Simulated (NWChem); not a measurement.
Species: BaCl$_{2}$; SMILES [Cl][Ba][Cl]

```xyz
3

Ba     0.0000     0.0000     0.4959
Cl     2.4226     0.0000    -0.8167
Cl    -2.4226     0.0000    -0.8167
```
Atoms are numbered in this order, from 1.

Computed with NWChem. The geometry was optimised at PBE-D3(BJ)/def2-SVP. def2 effective core potentials on Ba; no spin-orbit coupling. Vertical excitations in the gas phase; the lowest state need not have the same character in each row.

Problem. Among these, which level gives the highest value of “lowest excitation, singlet (eV)”?
A) PBE/def2-SVP, full TDDFT
B) Hartree-Fock/def2-SVP, TDHF
C) BHandHLYP/def2-SVP, full TDDFT
D) B3LYP/def2-SVP, full TDDFT

Solution. B, Hartree-Fock/def2-SVP, TDHF. Values: PBE/def2-SVP, full TDDFT 3.51; B3LYP/def2-SVP, full TDDFT 3.97; BHandHLYP/def2-SVP, full TDDFT 4.82; Hartree-Fock/def2-SVP, TDHF 6.09
